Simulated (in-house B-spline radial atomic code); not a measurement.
A fraction x of an electron is added to 4p in neutral selenium, starting from [Ar] 3d10 4s2 4p4 and keeping the highest spin. Computed with a radial B-spline atomic code at the basis-set limit: scalar-relativistic (X2C) LDA exchange-only, spin-polarised, spherical fractional occupations, Fermi nucleus of rms radius 4.14 fm.

```json
{"x": "0", "E(x) - E(0) (eV)": "0.0000", "4p down level (eV)": "-4.477"}
{"x": "0.1", "E(x) - E(0) (eV)": "-0.4120", "4p down level (eV)": "-3.766"}
{"x": "0.2", "E(x) - E(0) (eV)": "?", "4p down level (eV)": "?"}
{"x": "0.3", "E(x) - E(0) (eV)": "-1.0264", "4p down level (eV)": "-2.389"}
{"x": "0.4", "E(x) - E(0) (eV)": "-1.2321", "4p down level (eV)": "-1.728"}
{"x": "0.5", "E(x) - E(0) (eV)": "?", "4p down level (eV)": "?"}
{"x": "0.6", "E(x) - E(0) (eV)": "-1.4504", "4p down level (eV)": "-0.470"}
```

What belongs in the row x = 0.2?

An energy change of -0.7536 eV; 4p down at -3.069 eV.

What belongs in the row x = 0.5?

An energy change of -1.3727 eV; 4p down at -1.087 eV.

Check Janak's theorem between x = 0.3 and 0.4.

The slope of the energy is -2.06 eV; the orbital levels give -2.06 eV (ε of the filling orbital, averaged over the two points).

Up to what added charge does this functional bind the extra electron?

The highest level rises by about 6.2 eV per electron near x = 0.6 and would reach zero near x = 0.68, so a whole extra electron isn't bound at the basis-set limit.
